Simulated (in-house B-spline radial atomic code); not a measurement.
# Ionising F V (F4+) with different functionals

Computed with a B-spline radial code for spherical atoms: non-relativistic Hamiltonian, point nucleus, spin-polarised at highest spin, spherical fractional occupations for the functionals, the average over the highest-spin determinants for Hartree-Fock. The ionisation energy is the difference of two self-consistent energies, [He] 2s2 2p1 → [He] 2s2, without Breit or QED terms; ε is the level of the shell that loses the electron (its least bound occupied spin orbital).

Hybrids are left out here: with spherical fractional occupations of an open shell their exact exchange keeps a self-interaction that integer-occupation calculations don't have.

```
           method          rung  ΔSCF (eV)  -ε(2p) (eV)
     Hartree-Fock  Hartree-Fock     114.11       114.76
         LDA VWN5           LDA     114.51       100.93
         LDA PW92           LDA     114.50       100.91
LDA exchange-only           LDA     112.80        99.35
              PBE           GGA     114.47       100.88
           PBEsol           GGA     114.19       100.68
             BLYP           GGA     114.69       101.05
             RPBE           GGA     114.32       100.78
             PW91           GGA     114.66       101.07
             BP86           GGA     114.48       100.92
             AM05           GGA     114.12       100.64
             OLYP           GGA     114.29       100.98
             TPSS      meta-GGA     114.24       100.92
             SCAN      meta-GGA     114.00       101.01
           r2SCAN      meta-GGA     113.92       100.96
            M06-L      meta-GGA     113.88       100.78
          revTPSS      meta-GGA     113.95       100.68
```

(1) How do they compare with the NIST value?

Answers

(1) NIST lists 114.25 eV ± 0.006 (semi-empirical, ground level to ground level). Errors run from -1.45 to +0.44 eV; TPSS is closest (-0.01 eV), but part of that can be cancellation, since the calculations leave out relativity, Breit-QED terms, multiplet and fine-structure energies. Hartree-Fock also lacks correlation.
